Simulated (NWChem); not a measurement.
System: CH$_{4}$BCl; SMILES B(Cl)C

NWChem input:

```
start job
memory heap 200 mb stack 900 mb global 1100 mb
geometry units angstroms noautosym nocenter noautoz
  B     -0.595909     0.437833     0.001715
  H     -1.802452     0.481474     0.002786
  Cl     0.107839    -1.170148     0.000349
  C      0.283635     1.718944     0.001938
  H      0.014425     2.337972     0.876459
  H      0.020193     2.335336    -0.876166
  H      1.366967     1.538920     0.005829
end
basis spherical
  B library pcsseg-1
  H library pcsseg-1
  Cl library pcsseg-1
  C library pcsseg-1
end
dft
  xc kt2
  iterations 150
end
property
  shielding 6 1 2 3 4 5 7
end
task dft property
```

Geometry: optimised at PBE0/def2-SVP.

GIAO values for the isolated, static molecule; σ is the absolute isotropic shielding, δ = σ(reference) − σ with the isolated reference molecule computed at the same levels (11B: boron trifluoride, 13C: tetramethylsilane, 1H: tetramethylsilane).

Atoms are numbered as in the input.

Q: Give the results of this calculation. (KT2/pcSseg-1, GIAO.) Quantities: δ B1 (ppm); δ H2 (ppm); σ Cl3 (ppm); δ C4 (ppm); δ H5 (rotor mean) (ppm).

A: 
| Property | Result |
|---|---|
| δ B1 (ppm) | 61.8 |
| δ H2 (ppm) | 6.84 |
| σ Cl3 (ppm) | 609.2 |
| δ C4 (ppm) | 18.1 |
| δ H5 (rotor mean) (ppm) | 1.18 |
